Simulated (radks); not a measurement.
The numbers below are computed, except where a source is named.
Species: Ta II. Configuration: [Xe] 4f14 5d3 6s0.75 6d0.25 (fractional occupations, a model configuration). Code: a radial shooting solver on a logarithmic mesh with Libxc functionals. Model: scalar-relativistic Kohn-Sham, SOGGA, spin-polarised, spherical densities, point nucleus; open shells are filled with parallel spins first (spin-orbit coupling, left out, can overturn this in heavy ions).

Radial electron density D(r) = 4 pi r^2 rho(r):

r (bohr),D(r) (e/bohr),spin D(r)
0.002589,28.72,0.00104
0.003623,43.54,0.00151
0.005069,62.15,0.00201
0.007037,81.24,0.00229
0.009847,95.93,0.00191
0.01367,99.29,0.000485
0.01913,92.09,-0.00173
0.02655,88.98,-0.00219
0.03716,107.0,0.00470
0.052,131.9,0.0267
0.07218,124.3,0.0685
0.101,102.8,0.119
0.1402,117.4,0.103
0.1962,108.3,-0.0146
0.2746,64.14,0.0308
0.3811,70.56,0.213
0.5334,61.59,0.0376
0.7404,29.75,0.0716
1.036,16.30,0.889
1.45,8.647,1.69
2.013,3.238,1.69
2.816,1.145,1.02
3.91,0.3373,0.334
5.471,0.07544,0.0754
7.595,0.03912,0.0391
10.63,0.01525,0.0152
14.87,0.001811,0.00181

D(r) has 4 maxima, at r = 0.0126, 0.0577, 0.161, 0.426 bohr, and minima at 0.0243, 0.104, 0.302 bohr, inside which lie 1.91, 11.12, 29.86 electrons.
